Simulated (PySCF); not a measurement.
**Electronic absorption of C6H5NO2**

Compound: C₆H₅NO₂.
InChI=1S/C6H5NO2/c1-9-6(8)4-2-3-5-7/h3H2,1H3

Theory: TDDFT B3LYP/def2-SVPD, vertical, gas phase, core orbitals frozen in the response (PySCF). Geometry: GFN2-xTB, one conformer, isolated molecule. Torsions of this conformer, `[CH3:1][O:2][C:3](=[O:4])[C:5]#[C:6][CH2:7][C:8]#[N:9]`: C1–O2–C3–O4 0°.

| state | λ (nm) | E (eV) | f | symmetry | main configurations (H = HOMO, L = LUMO) |
| --- | --- | --- | --- | --- | --- |
| S1 | 255.4 | 4.85 | 0.0000 | – | H→L (98%) |
| S2 | 215.5 | 5.75 | 0.0005 | – | H-3→L (97%) |
| S3 | 209.5 | 5.92 | 0.107 | A′ | H-1→L (73%), H→L+1 (16%) |
| S4 | 185.1 | 6.70 | 0.112 | A′ | H-2→L (87%) |
| S5 | 184.1 | 6.74 | 0.0022 | A″ | H-1→L+1 (82%), H-1→L+2 (11%) |
| S6 | 172.3 | 7.19 | 0.102 | A′ | H→L+1 (46%), H→L+2 (38%) |
| S7 | 169.8 | 7.30 | 0.0093 | A′ | H-4→L (81%), H→L+2 (15%) |
| S8 | 168.4 | 7.36 | 0.0006 | – | H-5→L (93%) |

Triplets, Tamm–Dancoff:

```
state  E (eV)  λ (nm)  main configurations (H = HOMO, L = LUMO)
   T1    4.44   279.0                                 H→L (96%)
   T2    4.59   270.0                               H-1→L (88%)
   T3    5.29   234.2                               H-2→L (88%)
```

The lowest singlet comes at 255 nm (468 kJ/mol) in the ultraviolet; it is dark (f under 0.0005); its leading configuration is HOMO→LUMO (98%). The most intense listed level is S4 at 6.70 eV (185 nm, f = 0.112), 1.85 eV above S1. Löwdin shares by element: HOMO oxygen 50%, carbon 39% or more; LUMO carbon 58% or more, oxygen 21% or more (atoms not listed hold the other 22%). The oscillator strengths of these states sum to 0.333; summed over the whole spectrum of an exact calculation they would give the number of electrons, 64 (Thomas–Reiche–Kuhn). Weighted by f, the mean energy of these states is 6.62 eV. Of the 8 states listed, 3 reach f = 0.01 and 1 stays under 0.0005. Symmetry labels in Cs follow from the direction of the transition dipole and are given only for states with f of 0.002 or more. Only the lowest 8 singlets were computed, as vertical energies without vibronic structure.

On Intel Xeon at 2.50 GHz, one thread, no GPU (shared host), this took 2.0 min wall, 1.7 min CPU and 0.89 GiB of memory at its peak.
